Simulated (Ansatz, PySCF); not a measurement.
Reaction (SMILES): [F][Ge]([F])[F] -> [F][Ge]([F])[F] as singlet, charge +1 + e-
Each molecule is optimised on its own at B3LYP-D3(BJ)/def2-TZVP (Ansatz, a quantum-chemistry and plane-wave program). A spin state is the lowest found, not a proven ground state.

Property: adiabatic ionisation energy (0 K, with B3LYP-D3(BJ) harmonic zero-point energies from PySCF), in eV. Cores are frozen in the correlated levels unless marked. UHF or UKS for open shells. Spin-orbit coupling is left out. Frozen are the shells of the preceding noble gas and the d and f shells that filled before the atom's block. No relativistic terms. FCI takes restricted orbitals. Basis-set limits of correlation are two-point, X^-3; Hartree-Fock from the larger set. The bracket is a focal-point correction in the basis named.

| level | program | adiabatic ionisation energy (eV) |
|---|---|---|
| HF/STO-3G | Ansatz | 5.59 |
| HF/6-31G* | Ansatz | 9.68 |
| HF/cc-pVDZ | Ansatz | 10.00 |
| PBE0/def2-SVP | Ansatz | 10.10 |

Estimate the value at RI-MP2/CBS(cc-pVTZ,cc-pVQZ)+[CCSD(T)-MP2]/cc-pVTZ as computed with Ansatz.

9.86 eV
